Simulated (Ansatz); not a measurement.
Gas-phase electronic energies from Ansatz, PBE0-D4/def2-TZVP geometries. CCSD(T)/CBS adds triple-zeta CCSD(T) − MP2 to the extrapolated MP2 energy (def2 sets, frozen cores). DFT in def2-TZVPP. B3LYP here is the variant with VWN-RPA as its local correlation; programs differ in this. Elements past krypton have def2 core potentials. For Sn outer-core shells are correlated without core-valence functions, which leaves a few kJ/mol of doubt a bond. One conformer a species, not always the lowest.

Consider the cleavage of the Si–Sn bond: `C[SiH](Cl)[SnH3]` + `S[SiH2]Cl` → `C[SiH](Cl)S[SiH2]Cl` + `[SnH4]`.

```json
{"level": "PBE-D4", "ΔE (kcal/mol)": "-10.8", "difference from CCSD(T)/CBS": "0.4"}
{"level": "r2SCAN-D4", "ΔE (kcal/mol)": "-12.3", "difference from CCSD(T)/CBS": "-1.1"}
{"level": "PBE0-D4", "ΔE (kcal/mol)": "-11.6", "difference from CCSD(T)/CBS": "-0.4"}
{"level": "B3LYP-D4", "ΔE (kcal/mol)": "-12.0", "difference from CCSD(T)/CBS": "-0.8"}
{"level": "ωB97X-V", "ΔE (kcal/mol)": "-12.3", "difference from CCSD(T)/CBS": "-1.1"}
{"level": "ωB97M-V", "ΔE (kcal/mol)": "-12.9", "difference from CCSD(T)/CBS": "-1.7"}
{"level": "B2PLYP", "ΔE (kcal/mol)": "-11.0", "difference from CCSD(T)/CBS": "0.2"}
{"level": "PBE", "ΔE (kcal/mol)": "-9.1", "difference from CCSD(T)/CBS": "2.1"}
{"level": "r2SCAN", "ΔE (kcal/mol)": "-11.8", "difference from CCSD(T)/CBS": "-0.6"}
{"level": "PBE0", "ΔE (kcal/mol)": "-10.0", "difference from CCSD(T)/CBS": "1.2"}
{"level": "B3LYP", "ΔE (kcal/mol)": "-9.2", "difference from CCSD(T)/CBS": "2.0"}
{"level": "HF/def2-TZVPP", "ΔE (kcal/mol)": "-11.4", "difference from CCSD(T)/CBS": "-0.2"}
{"level": "MP2/def2-TZVPP", "ΔE (kcal/mol)": "-13.4", "difference from CCSD(T)/CBS": "-2.2"}
{"level": "SCS-MP2/def2-TZVPP", "ΔE (kcal/mol)": "-12.7", "difference from CCSD(T)/CBS": "-1.5"}
{"level": "CCSD/def2-TZVPP", "ΔE (kcal/mol)": "-11.4", "difference from CCSD(T)/CBS": "-0.2"}
{"level": "CCSD(T)/def2-TZVPP", "ΔE (kcal/mol)": "-12.0", "difference from CCSD(T)/CBS": "-0.8"}
{"level": "HF/def2-QZVPP", "ΔE (kcal/mol)": "-11.3", "difference from CCSD(T)/CBS": "-0.1"}
{"level": "MP2/def2-QZVPP", "ΔE (kcal/mol)": "-12.9", "difference from CCSD(T)/CBS": "-1.7"}
{"level": "SCS-MP2/def2-QZVPP", "ΔE (kcal/mol)": "-12.3", "difference from CCSD(T)/CBS": "-1.1"}
{"level": "HF/CBS(def2)", "ΔE (kcal/mol)": "-11.2", "difference from CCSD(T)/CBS": "0.0"}
{"level": "MP2/CBS(def2)", "ΔE (kcal/mol)": "-12.6", "difference from CCSD(T)/CBS": "-1.4"}
{"level": "CCSD/CBS(def2)", "ΔE (kcal/mol)": "-10.6", "difference from CCSD(T)/CBS": "0.6"}
{"level": "CCSD(T)/CBS", "ΔE (kcal/mol)": "-11.2", "difference from CCSD(T)/CBS": "0"}
```

Largest T1 diagnostic among the species: 0.013.

From PBE to PBE0 (25 % exact exchange), in def2-TZVPP and without D4, ΔE moves by −1.0 kcal/mol. The D4 term adds −2.8 kcal/mol with B3LYP and −1.5 kcal/mol with PBE0; it sums over pairs of atoms, weighted by their polarisabilities, and B3LYP, whose exchange is more repulsive, gets the larger term.
